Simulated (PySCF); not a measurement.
Atomic charges against the basis set

Compound: C₂H₆OSi₂.
Geometry (PBE0-D3(BJ)/def2-SVP, Å), atoms numbered from 1 in this order:
```xyz
11
C2H6OSi2 angstrom
C      1.1655    2.0881    0.9260
C      1.1875    0.9253    0.5616
Si     1.0421   -0.8177   -0.0199
Si    -1.2882   -0.9996   -0.2977
O     -1.7906    0.5060   -0.8158
H      1.1785    3.1130    1.2538
H      1.6276   -1.7351    1.0030
H      1.8015   -0.9563   -1.2988
H     -1.6946   -1.9906   -1.3330
H     -1.9007   -1.3970    1.0103
H     -1.2904    1.2383   -0.4352
```

PBE0 throughout (PySCF), one geometry, spherical d and f functions. One conformer (not necessarily the lowest) at the PBE0-D3(BJ)/def2-SVP geometry, without solvent, vibrations or thermal averaging. Atoms taken as equivalent share a column and are averaged. The first 7 of 9 kinds of atom are listed.

Mulliken charges (e):

```tsv
basis	functions	C1	C2	Si3	Si4	O5	H6	H7/H8
STO-3G	39	-0.157	-0.244	+0.429	+0.540	-0.430	+0.112	-0.102
6-31G	65	-0.330	-0.261	+0.392	+0.706	-0.803	+0.269	-0.073
pcSseg-0	65	-0.365	-0.415	+0.387	+0.650	-0.832	+0.292	+0.005
6-31G*	90	-0.206	-0.185	+0.166	+0.538	-0.743	+0.241	-0.045
cc-pVDZ	108	-0.138	-0.052	+0.142	+0.384	-0.362	+0.029	-0.027
def2-SVP	108	-0.226	-0.067	+0.234	+0.452	-0.419	+0.057	-0.034
aug-cc-pVDZ	177	+1.289	-0.846	-0.630	+0.009	-0.724	-0.440	+0.296
6-311+G(2d,p)	187	-0.407	+0.034	+0.239	+0.511	-0.639	+0.168	-0.041
def2-TZVP	203	-0.205	-0.187	+0.154	+0.308	-0.523	+0.187	-0.002
cc-pVTZ	242	-0.116	-0.228	+0.154	+0.319	-0.369	+0.164	-0.021
IGLO-III	253	-0.261	-0.168	+0.505	+0.758	-0.623	+0.168	-0.150
```

IAO charges (e):

| basis | functions | C1 | C2 | Si3 | Si4 | O5 | H6 | H7/H8 |
| --- | --- | --- | --- | --- | --- | --- | --- | --- |
| STO-3G | 39 | -0.170 | -0.316 | +0.471 | +0.643 | -0.575 | +0.155 | -0.101 |
| 6-31G | 65 | -0.194 | -0.290 | +0.318 | +0.610 | -0.735 | +0.207 | -0.051 |
| pcSseg-0 | 65 | -0.177 | -0.295 | +0.288 | +0.595 | -0.708 | +0.199 | -0.041 |
| 6-31G* | 90 | -0.186 | -0.321 | +0.413 | +0.726 | -0.767 | +0.202 | -0.088 |
| cc-pVDZ | 108 | -0.196 | -0.316 | +0.411 | +0.719 | -0.766 | +0.205 | -0.086 |
| def2-SVP | 108 | -0.186 | -0.316 | +0.414 | +0.727 | -0.761 | +0.199 | -0.089 |
| aug-cc-pVDZ | 177 | -0.205 | -0.315 | +0.417 | +0.724 | -0.791 | +0.209 | -0.085 |
| 6-311+G(2d,p) | 187 | -0.203 | -0.324 | +0.438 | +0.750 | -0.800 | +0.210 | -0.092 |
| def2-TZVP | 203 | -0.202 | -0.326 | +0.442 | +0.760 | -0.800 | +0.210 | -0.095 |
| cc-pVTZ | 242 | -0.202 | -0.323 | +0.431 | +0.748 | -0.795 | +0.210 | -0.091 |
| IGLO-III | 253 | -0.204 | -0.326 | +0.442 | +0.755 | -0.803 | +0.210 | -0.094 |

Hirshfeld charges (e):

| basis | functions | C1 | C2 | Si3 | Si4 | O5 | H6 | H7/H8 |
| --- | --- | --- | --- | --- | --- | --- | --- | --- |
| STO-3G | 39 | -0.112 | -0.169 | +0.305 | +0.369 | -0.269 | +0.073 | -0.072 |
| 6-31G | 65 | -0.083 | -0.156 | +0.236 | +0.316 | -0.333 | +0.107 | -0.056 |
| pcSseg-0 | 65 | -0.079 | -0.158 | +0.251 | +0.342 | -0.330 | +0.103 | -0.061 |
| 6-31G* | 90 | -0.081 | -0.149 | +0.236 | +0.297 | -0.306 | +0.107 | -0.061 |
| cc-pVDZ | 108 | -0.083 | -0.149 | +0.250 | +0.307 | -0.294 | +0.102 | -0.066 |
| def2-SVP | 108 | -0.081 | -0.149 | +0.255 | +0.315 | -0.301 | +0.102 | -0.068 |
| aug-cc-pVDZ | 177 | -0.084 | -0.156 | +0.256 | +0.318 | -0.312 | +0.102 | -0.062 |
| 6-311+G(2d,p) | 187 | -0.083 | -0.159 | +0.256 | +0.319 | -0.313 | +0.103 | -0.063 |
| def2-TZVP | 203 | -0.082 | -0.153 | +0.251 | +0.312 | -0.309 | +0.102 | -0.063 |
| cc-pVTZ | 242 | -0.083 | -0.150 | +0.251 | +0.312 | -0.305 | +0.102 | -0.064 |
| IGLO-III | 253 | -0.086 | -0.154 | +0.256 | +0.315 | -0.309 | +0.102 | -0.063 |

ESP-fitted charges (e):

```
        basis  functions      C1      C2     Si3     Si4      O5      H6   H7/H8
       STO-3G         39  -0.348  +0.012  +0.049  +0.545  -0.506  +0.213  -0.016
        6-31G         65  -0.387  -0.016  +0.019  +0.628  -0.779  +0.303  -0.006
     pcSseg-0         65  -0.330  -0.104  +0.051  +0.684  -0.750  +0.297  -0.010
       6-31G*         90  -0.350  -0.064  +0.070  +0.436  -0.593  +0.298  -0.013
      cc-pVDZ        108  -0.354  -0.051  +0.036  +0.418  -0.541  +0.294  -0.002
     def2-SVP        108  -0.343  -0.060  +0.045  +0.470  -0.571  +0.291  -0.008
  aug-cc-pVDZ        177  -0.416  +0.020  -0.017  +0.425  -0.548  +0.313  +0.009
6-311+G(2d,p)        187  -0.422  +0.013  -0.021  +0.447  -0.582  +0.322  +0.011
    def2-TZVP        203  -0.415  +0.013  -0.010  +0.442  -0.563  +0.317  +0.005
      cc-pVTZ        242  -0.401  -0.004  +0.010  +0.430  -0.538  +0.311  +0.001
     IGLO-III        253  -0.405  +0.011  -0.016  +0.417  -0.545  +0.311  +0.009
```

Task: Which scheme is steadiest as the basis changes?

Result: Largest range over the bases for any column: Hirshfeld 0.07 e, IAO 0.23 e, ESP-fitted 0.27 e, Mulliken 1.70 e. Hirshfeld charges move least and Mulliken charges most, counted in e. Without the minimal STO-3G basis the ranges are Hirshfeld 0.05, IAO 0.16, ESP-fitted 0.27, Mulliken 1.70 e.

Task: How much do the charges still move between the two largest bases, cc-pVTZ and IGLO-III?

Result: At most, over all atoms: Mulliken 0.439 e, IAO 0.010 e, Hirshfeld 0.006 e, ESP-fitted 0.026 e.

Task: What do the same runs give for the total energy, the frontier levels and the dipole moment?

Result: 
```
        basis  energy (Eh)  HOMO (eV)  LUMO (eV)  μ (D)
       STO-3G    -724.8574      -4.12       4.61   0.81
        6-31G    -733.4139      -7.69      -0.26   1.79
     pcSseg-0    -732.5133      -7.90      -0.53   1.59
       6-31G*    -733.5234      -7.57      -0.34   1.40
      cc-pVDZ    -733.5705      -7.62      -0.41   1.21
     def2-SVP    -733.2707      -7.70      -0.48   1.29
  aug-cc-pVDZ    -733.5883      -7.75      -0.71   1.22
6-311+G(2d,p)    -733.6428      -7.79      -0.79   1.30
    def2-TZVP    -733.6594      -7.75      -0.70   1.28
      cc-pVTZ    -733.6573      -7.73      -0.62   1.22
     IGLO-III    -733.6624      -7.78      -0.69   1.24
```

The dipole is fixed by the density alone, so its range of 0.98 D shows that the density itself changes with the basis, not only its division among atoms.
